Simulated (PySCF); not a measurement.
## How the method moves the HOMO and LUMO of `C[Si](O)(O)O`

Compound: CH6O3Si.
Cartesian coordinates in Å at the PBE0-D3(BJ)/def2-SVP level; atoms count from 1:
```
atom  x, y, z in Å
C1     1.4558   -0.2286   -0.1812
Si2   -0.3643    0.0929   -0.0527
O3    -1.2712   -0.7374   -1.1634
O4    -0.5553    1.7162   -0.3133
O5    -0.9906   -0.4031    1.4088
H6     1.8116    0.0013   -1.1968
H7     2.0220    0.4040    0.5199
H8     1.6899   -1.2814    0.0359
H9    -1.7980   -1.4503   -0.7909
H10   -1.4541    1.9924   -0.5169
H11   -0.5349   -0.1008    2.1988
```

Basis pcSseg-2 throughout (PySCF), one geometry. One conformer (not necessarily the lowest) at the PBE0-D3(BJ)/def2-SVP geometry, without solvent, vibrations or thermal averaging.

Question: How do the orbital energies, the gap and the dipole change with the method?

Answer: 
```tsv
method	kind	HOMO (eV)	LUMO (eV)	gap (eV)	μ (D)	SCF cycles
B97-2	global hybrid	-8.52	0.11	8.63	1.42	13
PBE0	global hybrid	-8.81	0.07	8.88	1.43	12
CAM-B3LYP	range-separated hybrid	-10.30	0.72	11.02	1.47	12
BHandHLYP	global hybrid	-10.31	0.58	10.89	1.48	12
wB97X-D	range-separated hybrid	-10.73	1.80	12.53	1.45	12
LC-wPBE	range-separated hybrid	-11.65	1.95	13.59	1.48	13
```

The HOMO spans 3.12 eV, from B97-2 down to LC-wPBE, and the gap runs from 8.63 eV (B97-2) to 13.59 eV (LC-wPBE). Over the methods B97-2 (21 %), PBE0 (25 %), BHandHLYP (50 %), a straight line through the gap against the share of exact exchange rises by 0.79 eV for each 10 % (correlation coefficient 1.000). The dipole ranges from 1.42 D (B97-2) to 1.48 D (BHandHLYP). This basis has no diffuse functions.

The vertical ΔSCF ionisation energy at B3LYP/def2-SVPD is 10.91 eV; −ε(HOMO) comes closest to it with wB97X-D (10.73 eV).
